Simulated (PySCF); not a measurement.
A search over the determinants of PbH⁺

Unrestricted PBE0; basis H cc-pVDZ, Pb cc-pVDZ-PP with ECP60; scalar-relativistic core potentials; PySCF 2.14. Outer shells of the fragments: H 1s1; Pb+ 5d10 6s2 6p1.

Followed along the bond (rough minima from three points):

```tsv
2Ms+1	unpaired	⟨S²⟩ at the start	R at minimum (Å)	Te (eV)
1	none	0.00	1.84	0.00
3	σ ↑, π ↑	2.01	none in the scan	≤ 2.33
```

Solutions found at the starting distance of 1.815 Å, counted from the lowest of them; the search is not exhaustive and high or unbound solutions are not listed, so other states can lie among these:

```tsv
2Ms+1	unpaired	term	E (eV)	⟨S²⟩	⟨Lz²⟩	μ (D)
1	none	¹Σ⁺	0.00	0.00	0.00	0.31
3	σ ↑, π ↑	³Π	2.46	2.01	1.00	-1.03
1	σ ↑, π ↓	mixed	2.66	1.01	1.00	-1.05
3	σ ↑↑	³Σ⁺	5.94	2.00	0.00	-1.42
3	π ↑↑	³Σ⁻	7.62	2.09	0.00	-1.99
1	π ↑↓	mixed	8.08	1.00	2.01	-2.06
1	none	mixed	8.96	0.00	2.00	-2.07
```

A term symbol is given only where ⟨S²⟩ and ⟨Lz²⟩ are close to those of a pure state; real π, δ and φ orbitals otherwise mix terms. A positive dipole points towards Pb; it is taken about the centre of mass and depends on that origin.

Spin–orbit coupling is left out, which matters for elements this heavy, above all for dissociation energies. Counting both spins, an empty level lies below a filled one in some of these solutions, because spin and occupation are held.
